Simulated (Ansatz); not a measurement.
## Relative stability

Two relaxed structures of CH$_{2}$SSe, closed shell (PBE0-D4/def2-TZVP; forces vanish, vibrations not checked).

A:

```json
{"atom": "S1", "x (Å)": "-0.8477", "y (Å)": "-1.6553", "z (Å)": "-0.2871"}
{"atom": "C2", "x (Å)": "-0.6283", "y (Å)": "-0.2085", "z (Å)": "0.4498"}
{"atom": "Se3", "x (Å)": "0.6162", "y (Å)": "0.9917", "z (Å)": "-0.0360"}
{"atom": "H4", "x (Å)": "0.0873", "y (Å)": "-1.7255", "z (Å)": "-1.2994"}
{"atom": "H5", "x (Å)": "1.2962", "y (Å)": "0.3109", "z (Å)": "-1.1918"}
```

B:

```tsv
atom	x (Å)	y (Å)	z (Å)
S1	-0.7806	-1.3965	-0.7414
C2	-0.3677	-0.3062	0.3655
Se3	0.7967	1.1525	0.2023
H4	-0.7679	-0.3357	1.3806
H5	1.1195	0.8859	-1.2070
```

Computed with Ansatz 0.2.0 (basis: def2-TZVPP); correlated methods freeze the cores. Filled d shells of the heavier atoms are correlated. The def2 sets are not built for correlating such inner shells, so the correlated values are less sure here. B3LYP uses VWN-RPA correlation.

**Question.** Which structure is lower at CCSD(T), and by how much? (To be estimated.)

**Answer.** The calculation gives: B, by 159.0 kJ/mol (electronic energy, against the other). By their contacts, A is CH₂SSe ([SH][C][SeH]) and B is CH₂SSe ([S][CH][SeH]).

All methods give the same order:

| method | E(B) − E(A) (kJ/mol) |
| --- | --- |
| PBE-D4 | -149.3 |
| r2SCAN-D4 | -151.7 |
| PBE0-D4 | -152.9 |
| B3LYP-D4 | -153.4 |
| wB97M-V | -151.1 |
| HF | -147.3 |
| MP2 | -174.3 |
| CCSD | -158.1 |
| CCSD(T) | -159.0 |

No T1 diagnostic of these runs exceeds 0.019. The restricted Hartree–Fock reference is unstable towards an unrestricted one at one or more of these structures.

Labels in which every atom is bracketed show which atoms are joined, not bond orders.

For scale, one of the runs: CCSD(T)/def2-TZVPP, 149 basis functions, launched by `ansatz run in.yaml --threads 2 --pin off --events-out ev --progress --plain --max-ram 4352MiB`. Time: 45 s of wall clock on 2 CPU threads of an Arm Neoverse N1; the host was shared. Peak host memory: 0.93 GiB.
